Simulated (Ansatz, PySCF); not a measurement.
BrGaH₃NO, SMILES [NH2][Ga]([OH])[Br].

Geometry: B3LYP-D3(BJ)/def2-SVP. The structure was generated by enumeration; whether it is a known compound was not checked. The values are those of a single conformer.

Vertical ionisation energy (IE) and electron affinity (EA) in eV. Rows of orbital energies are one-electron estimates. Where ΔSCF, EOM or ADC give a negative EA the extra electron is unbound and the value depends on the basis.

```tsv
level	IE	EA
−ε(HOMO), −ε(LUMO), PBE0/def2-TZVP (PySCF)	7.74	0.90
−ε(HOMO), −ε(LUMO), PBE/def2-TZVP (PySCF)	6.31	1.83
ΔSCF, CAM-B3LYP/def2-SVPD (Ansatz), final states of multiplicity 2 and 2	10.22	-0.20
ΔSCF, PBE/def2-SVPD (Ansatz), final states of multiplicity 2 and 2	9.61	0.00
```

What vertical singlet–triplet gap does ΔSCF give with CAM-B3LYP/def2-SVPD (Ansatz, a quantum-chemistry and plane-wave program) and with PBE/def2-SVPD (Ansatz)? (Estimate from the structure and the level; the computed values follow.)

5.29 and 4.64 eV (triplet above singlet where positive).
